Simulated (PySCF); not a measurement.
# Working with the constants of CsAl⁻

ROHF-CCSD(T) constants of CsAl⁻, doublet, unpaired electrons π ↑ (PySCF, scalar-relativistic core potentials, basis sets Cs def2-SVPD with ECP46, Al def2-SVPD; masses 132.9054 and 26.9815 u):

| Quantity | Value |
| --- | --- |
| ωe | 93.8 cm⁻¹ |
| ωexe | 0.449 cm⁻¹ |
| Be | 0.047133 cm⁻¹ |
| αe | 0.000308 cm⁻¹ |
| D (centrifugal) | 4.76e-08 cm⁻¹ |
| De to Cs⁻ + Al | 0.65 eV |

**Question.** Give the vibrational terms G(v) and spacings up to v = 6.

**Answer.** G(v) = ωe(v+½) − ωexe(v+½)².

```tsv
v	G(v) (cm⁻¹)	G(v) − G(v−1)	Bv (cm⁻¹)
0	46.8		0.04698
1	139.7	92.9	0.04667
2	231.7	92.0	0.04636
3	322.8	91.1	0.04605
4	413.0	90.2	0.04575
5	502.3	89.3	0.04544
6	590.7	88.4	0.04513
```

**Question.** How well does the Morse estimate ωe²/(4ωexe) reproduce De, and what is D0?

**Answer.** It gives 0.61 eV, 93 % of the computed De. D0 = De − G(0) = 0.65 − 0.01 = 0.64 eV.

Correlated steps freeze 5 core orbitals. Correlated levels converge slowly with the basis: in double zeta they bind strong bonds too weakly, by up to about 1 eV, and carry superposition errors of some tenths. Spin–orbit coupling is left out, which matters for elements this heavy, above all for dissociation energies. For an ion De counts to the pair picked by the measured ionisation energies or electron affinities, which need not be the lowest pair at this level. The CCSD T1 diagnostic is raised, a sign that a single reference may not be enough here. The state was picked by a PBE0 search and need not be the measured ground state.
